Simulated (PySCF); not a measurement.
HS₂, SMILES [S]S, multiplicity 2. Atoms are numbered in the order given.

```xyz
3

S      0.0141     1.0205     0.0000
S     -0.0904    -0.9391     0.0000
H      1.2199    -1.3024     0.0000
```
Charge 0, spin multiplicity 2.

The structure is a stationary point at r2SCAN-D4/def2-TZVP. The isomer is the one that the SMILES or the coordinates give; other isomers of the formula were not compared.

Method: PBE0/pcH-1 in PySCF.

Unrestricted Kohn–Sham, ⟨S²⟩ = 0.753. Hyperfine tensors hold the contact and dipolar terms, without spin-orbit corrections.

Computed hyperfine couplings:
```
nucleus    A(iso) (MHz)  A(iso) (G)  dipolar principal values (MHz)
---------  ------------  ----------  ------------------------------
33S no. 1           5.8         2.1             -69.0, -68.1, 137.1
33S no. 2          11.2         4.0              -34.6, -31.1, 65.7
1H no. 3          -19.3        -6.9                 -7.1, -1.3, 8.4
```

Task: And the g tensor (effective nuclear charges for spin-orbit coupling, GIAO)? (The exact figures need the calculation; the answer reports its results.)

Result: principal values 2.0021, 2.0287, 2.0793; isotropic 2.0367.
